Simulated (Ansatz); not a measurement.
C₂H₃F₃SSi, SMILES `C=CS[Si](F)(F)F`. Charge 0, multiplicity 1. Geometry: relaxed with PBE0-D4/def2-TZVP. It is one conformer, not always the lowest.

```xyz
10

C    -0.069    1.177    1.392
C    -0.923    0.754    0.475
S    -1.217   -0.973    0.129
Si    0.447   -1.219   -1.102
F     1.814   -1.034   -0.341
F     0.419   -2.677   -1.692
F     0.473   -0.198   -2.302
H     0.052    2.239    1.575
H     0.534    0.491    1.975
H    -1.529    1.439   -0.108
```

(1) What is the dipole moment at ωB97M-V/def2-TZVPP? (Estimate.)

(2) And with PBE, r2SCAN, B3LYP? (An estimate is asked.)

(3) Give the Mulliken charges with ωB97M-V, r2SCAN, B3LYP in def2-TZVPP. (An estimate is asked.)

## Answers

(1) Ansatz gave: 2.33 D, with components (-0.68, 1.74, 1.40) D in this frame, pointing from negative to positive charge.

(2) Computed: PBE 2.27 D, r2SCAN 2.34 D, B3LYP 2.36 D.

(3) Computed: 
```
atom  ωB97M-V  r2SCAN  B3LYP
  C1    -0.17   -0.15  -0.18
  C2    -0.12   -0.04  -0.09
  S3    -0.12   -0.18  -0.16
 Si4     0.87    0.91   0.92
  F5    -0.28   -0.28  -0.29
  F6    -0.28   -0.29  -0.29
  F7    -0.28   -0.28  -0.29
  H8     0.12    0.09   0.12
  H9     0.12    0.10   0.12
 H10     0.13    0.11   0.13
```

B3LYP here is the variant with VWN-RPA as its local correlation; programs differ in this.
